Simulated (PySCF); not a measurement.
Working with the constants of CaSi

PBE0 constants of CaSi, ³Π (triplet), unpaired electrons σ ↑, π ↑, a second solution, started from another occupation (Ca 3-21G, Si 3-21G; no relativity (PySCF 2.14); masses 39.9626 and 27.9769 u):

```
ωe   : 172.7 cm⁻¹
ωexe : 1.47 cm⁻¹
Be   : 0.09102 cm⁻¹
αe   : 0.000788 cm⁻¹
```

(1) What force constant and bond length do these constants imply?

(2) Estimate the centrifugal constant D from the Kratzer relation and find the Dunham coefficient a1.

3-21G is very small, so such numbers show the basis as much as the molecule.

Answers

(1) Reduced mass μred = 16.456 u; k = 5.8918×10⁻⁷·μred·ωe² (u, cm⁻¹, mdyn/Å) = 0.289 mdyn/Å; Re = √(16.8576/(μred·Be)) (u, cm⁻¹, Å) = 3.355 Å.

(2) D = 4Be³/ωe² = 1.01e-07 cm⁻¹; a1 = −1 − αeωe/(6Be²) = -3.74.
